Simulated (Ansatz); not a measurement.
The same path of CH4FInO (8 atoms, charge 0, multiplicity 1) was run twice with different band settings. The coordinate that changes most is the dihedral C1–O2–In3–F4.

Method: RKS B3LYP/def2-SVP (Ansatz).

Relaxed end points:

```xyz
8
Properties=species:S:1:pos:R:3
C 0.184 1.297 -0.089
O 0.131 0.265 0.873
In -0.202 -1.642 0.403
F -0.426 -1.725 -1.557
H 0.005 0.947 -1.122
H -0.573 2.071 0.141
H 1.176 1.788 -0.067
H -0.296 -3.001 1.416
```

```xyz
8
Properties=species:S:1:pos:R:3
C 0.227 1.356 0.093
O -0.098 0.255 -0.717
In -0.273 -1.635 -0.103
F -0.780 -2.716 -1.660
H 0.491 1.097 1.139
H 1.092 1.900 -0.333
H -0.618 2.070 0.140
H -0.042 -2.327 1.442
```

Common settings: spring 5.0 eV/Å²; optimiser quadratic models (default); start path through a guess of the saddle point; force threshold 0.03 eV/Å; end points relaxed.

| run | movable images | climbing image | iteration limit |
| --- | --- | --- | --- |
| 1 | 5 | yes | 47 |
| 2 | 6 | no | 54 |

What does each run give, and how far can it be trusted?

Run 1: converged after 17 iterations, highest image 0.171 eV above the first end. Beside the main top the profile has a ripple of under 15 meV (maxima at images 1, 4), which may be a very shallow well or noise. A vibrational analysis at the climbing image gives one clearly imaginary mode, 92i cm⁻¹: a first-order saddle point.
Run 2: converged after 17 iterations, highest image 0.169 eV above the first end. No image climbed, so the highest image needn't sit at the top of the path.
